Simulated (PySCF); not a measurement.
PySCF 2.14 output of an unrestricted CAM-B3LYP calculation on a single atom or ion in aug-cc-pVTZ, with the non-relativistic Hamiltonian (point nucleus):

```
SCF conv_tol = 1e-09
number electrons alpha = 12  beta = 10
    T. Yanai, D. P. Tew, and N. C. Handy.,  Chem. Phys. Lett. 393, 51 (2004)
cycle= 1 E= -849.207214318034  delta_E= -0.0113  |g|= 0.0294  |ddm|= 3.17
cycle= 2 E= -849.225489706741  delta_E= -0.0183  |g|= 0.0551  |ddm|= 0.411
cycle= 3 E= -849.203406523615  delta_E= 0.0221  |g|= 0.0293  |ddm|= 0.85
cycle= 4 E= -849.205431582913  delta_E= -0.00203  |g|= 0.037  |ddm|= 0.188
cycle= 5 E= -849.202122227924  delta_E= 0.00331  |g|= 0.082  |ddm|=  0.7
cycle= 6 E= -849.204500983463  delta_E= -0.00238  |g|= 0.0329  |ddm|= 0.617
cycle= 7 E= -849.20410232943  delta_E= 0.000399  |g|= 0.0102  |ddm|= 0.395
cycle= 8 E= -849.203702391819  delta_E= 0.0004  |g|= 0.00758  |ddm|= 0.195
cycle= 9 E= -849.203612128506  delta_E= 9.03e-05  |g|= 0.00115  |ddm|= 0.0819
cycle= 10 E= -849.2036107318  delta_E= 1.4e-06  |g|= 0.000333  |ddm|= 0.0107
cycle= 11 E= -849.203610683859  delta_E= 4.79e-08  |g|= 8.98e-05  |ddm|= 0.00349
cycle= 12 E= -849.203610680535  delta_E= 3.32e-09  |g|= 1.86e-05  |ddm|= 0.000896
cycle= 13 E= -849.203610680567  delta_E= -3.25e-11  |g|= 1.39e-06  |ddm|= 0.000221
converged SCF energy = -849.203610680567  <S^2> = 2.0109875  2S+1 = 3.0073161
```

The run itself started from symmetry-adapted Hartree-Fock orbitals and held the occupation by maximum overlap, on a logarithmic radial grid, so the iterations belong to that start.

Q: Which element, charge and spin multiplicity is this?

A: Ti (titanium, neutral), multiplicity 3; the state was [Ar] 3d1 4s2 4p1, one real determinant (an excited configuration).

⟨L²⟩ = 8.04 against 12 for a pure F term, so this real determinant mixes terms.
